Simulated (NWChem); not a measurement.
SiHClF2; SMILES [SiH](Cl)(F)F

Results from NWChem. Coordinates come from a B3LYP/6-31G* (spherical d) optimisation. Level: PBE/def2-SVP with SMD (1 M gas to 1 M solution), gas-phase geometry. Reactions with the solvent are ignored.

```json
[
 {"solvent": "water", "dielectric constant": "78.4", "solvation free energy (kcal/mol)": "0.9", "cavity-dispersion-structure term (kcal/mol)": "2.5", "dipole in solution (D)": "1.41"},
 {"solvent": "n-hexane", "dielectric constant": "1.88", "solvation free energy (kcal/mol)": "-1.6", "cavity-dispersion-structure term (kcal/mol)": "-0.9", "dipole in solution (D)": "(withheld)"},
 {"solvent": "methanol", "dielectric constant": "32.6", "solvation free energy (kcal/mol)": "-2.1", "cavity-dispersion-structure term (kcal/mol)": "-0.6", "dipole in solution (D)": "1.41"},
 {"solvent": "N,N-dimethylformamide", "dielectric constant": "37.2", "solvation free energy (kcal/mol)": "-1.5", "cavity-dispersion-structure term (kcal/mol)": "0.0", "dipole in solution (D)": "1.41"}
]
```

Task: Complete the blanks.

Result: 
- n-hexane, dipole in solution (D): 1.25
